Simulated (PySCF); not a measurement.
# [Ce(H2O)3]3+ at several levels of theory

Computed with PySCF 2.14.0 (density fitting, no spin-orbit coupling) at the geometry relaxed with r2SCAN:

```xyz
10
[Ce(H2O)3]3+ (singlet in the valence; each metal's 4f electrons, 1 of them, lie in its core potential, out of spins and levels)
Ce    0.0000    0.0000    0.0000
O     2.3932    0.0000    0.0000
H     3.0116    0.7701    0.0471
H     3.0116   -0.7701   -0.0471
O    -1.1966    2.0726    0.0000
H    -2.1727    2.2231    0.0471
H    -0.8389    2.9932   -0.0471
O    -1.1966   -2.0726    0.0000
H    -0.8389   -2.9932    0.0471
H    -2.1727   -2.2231   -0.0471
```

```csv
level,basis,state,HOMO (eV),gap (eV),charge on Ce1 (e),population of f-type functions on Ce1 (polarisation alone where 4f lies in the core),dipole about the centre of mass (D),largest force component (eV/Å)
r2SCAN,"Ce lcecp-1-SVP with ECP47, O def2-SVP, H def2-SVP",singlet,-23.18,6.33,2.06,0.04,0.00,0.06
B3LYP,the same,singlet,-24.27,7.43,2.04,0.04,0.00,0.04
PBE0,the same,singlet,-24.61,8.09,2.08,0.04,0.00,0.12
revPBE,the same,singlet,-22.72,5.42,1.95,0.04,0.00,0.34
BLYP,the same,singlet,-22.64,5.31,1.92,0.04,0.00,0.46
r2SCAN,"Ce lcecp-1-TZVP with ECP47, O def2-TZVP, H def2-TZVP",singlet,-23.21,6.39,2.29,0.06,0.00,0.26
```

In the lcecp rows the 4f levels are missing from HOMO and gap, and the state counts the valence alone.

HOMO and gap are taken over both spins. Charges are Mulliken's, which hang on the basis. The relaxation used the grid (50, 194), these runs (75, 302) or, all-electron (x2c bases, spin-free X2C Hamiltonian), (99, 590).

Q: What does PBE0 with Ce def2-SVP with ECP28, O def2-SVP, H def2-SVP give here?

A: state doublet, HOMO (eV) -24.01, gap (eV) 5.37, charge on Ce1 (e) 2.08, population of f-type functions on Ce1 (polarisation alone where 4f lies in the core) 1.14, dipole about the centre of mass (D) 0.00, largest force component (eV/Å) 0.32. Time: 33 s on 2 threads of Arm Neoverse V2, on a shared host, from free ions and atoms.

In the first row's basis the gap widens with exact exchange: 5.3 to 6.3 eV for BLYP, revPBE, r2SCAN (none); 7.4 to 8.1 eV for B3LYP, PBE0 (a fixed share).

No frequency check is given that shows the relaxed geometry to be a minimum. An lcecp potential fixes the number of 4f electrons, so in runs with it no electron can move into or out of that shell.

Rows with open f shells in the valence may stand above their lowest state, and their gaps can end on f levels.
